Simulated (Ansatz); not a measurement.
Relaxation of a periodic cell of 20 atoms, HF (contents 10 HF, density as packed 1.09 g/cm³ with natural masses), to a largest force component of 0.3 eV/Å in at most 15 steps.

Computed with DFT PBE-D3(BJ), scalar-relativistic, plane waves, PAW (Ansatz). Settings: accuracy low, cutoff 420 eV, k mesh 1x1x1, fermi-dirac smearing 0.02 eV, no spin polarisation.

```xyz
20
Lattice="6.7387 0.0000 0.0000 0.0000 6.7387 0.0000 0.0000 0.0000 6.7387" Properties=species:S:1:pos:R:3:forces:R:3
F 3.721 3.098 3.340 0.70 -0.20 0.11
H 3.524 3.102 2.428 -0.65 -0.08 0.10
F 5.837 0.339 3.718 0.21 0.10 -0.17
H 5.381 0.026 2.966 -0.44 -0.15 0.03
F 3.090 6.226 6.874 0.36 0.20 0.91
H 3.863 5.941 6.434 -0.33 0.16 -0.16
F 0.902 1.161 0.440 -0.51 0.28 -0.18
H 0.097 0.966 0.871 -0.07 -0.71 -0.31
F 2.817 5.886 4.667 -0.09 -0.09 -0.97
H 2.474 6.277 3.891 -0.07 -0.07 -0.12
F 4.303 2.340 6.190 0.25 -0.03 0.30
H 4.552 2.946 6.856 -0.18 0.13 -0.30
F 1.270 4.950 2.058 -0.30 0.09 0.05
H 0.457 4.498 2.149 0.33 0.13 0.06
F 0.617 3.684 6.238 -0.35 0.42 0.06
H 0.374 2.924 6.722 0.46 -0.44 -0.40
F 1.463 2.067 2.697 -0.16 0.19 0.40
H 0.664 2.082 2.214 0.44 -0.12 0.27
F 4.112 5.223 2.152 0.77 0.57 -0.41
H 4.596 4.739 2.787 -0.36 -0.38 0.71
```

Task: Where does it end, and by what steps?

Result: The run converged. The threshold is loose, so the end isn't yet a minimum. The force dipped under the threshold on the way, but the program's further checks kept it going. Limits of this set-up: coarse k mesh, low accuracy level. After 13 steps the energy has fallen by 3.764 eV; F19 moved furthest, 1.23 Å.

| step | energy less start (eV) | largest force component (eV/Å) | accepted |
| --- | --- | --- | --- |
| 0 | 0.0000 | 0.966 | yes |
| 1 | -0.9806 | 1.891 | yes |
| 2 | -1.6537 | 1.980 | yes |
| 3 | -2.2195 | 1.636 | yes |
| 4 | -2.5709 | 1.622 | yes |
| 5 | -2.8333 | 1.201 | yes |
| 6 | -3.1066 | 0.786 | yes |
| 7 | -3.2624 | 0.664 | yes |
| 8 | -3.4014 | 0.891 | yes |
| 9 | -3.5206 | 0.656 | yes |
| 10 | -3.6132 | 0.569 | yes |
| 11 | -3.6840 | 0.420 | yes |
| 12 | -3.7635 | 0.221 | yes |
| 13 | -3.7635 | 0.222 | yes |

```xyz
20
Lattice="6.7387 0.0000 0.0000 0.0000 6.7387 0.0000 0.0000 0.0000 6.7387" Properties=species:S:1:pos:R:3
F 3.965 3.149 3.325
H 3.086 2.809 3.085
F 5.737 0.767 3.197
H 5.273 -0.040 3.040
F 3.306 5.802 6.662
H 3.005 5.867 5.766
F 0.563 1.665 0.815
H -0.425 1.642 0.777
F 2.765 5.929 4.082
H 2.034 5.635 3.525
F 4.958 2.086 7.008
H 5.283 2.835 6.499
F 1.085 5.073 2.403
H 0.129 5.001 2.499
F -0.081 3.753 6.039
H 0.526 3.155 6.472
F 1.697 2.190 3.037
H 1.242 1.896 2.235
F 5.284 4.989 2.456
H 4.682 4.271 2.770
```

Run time: 19 s on 1 thread of Arm Neoverse V2, with other jobs on the host, peak memory 0.35 GiB.
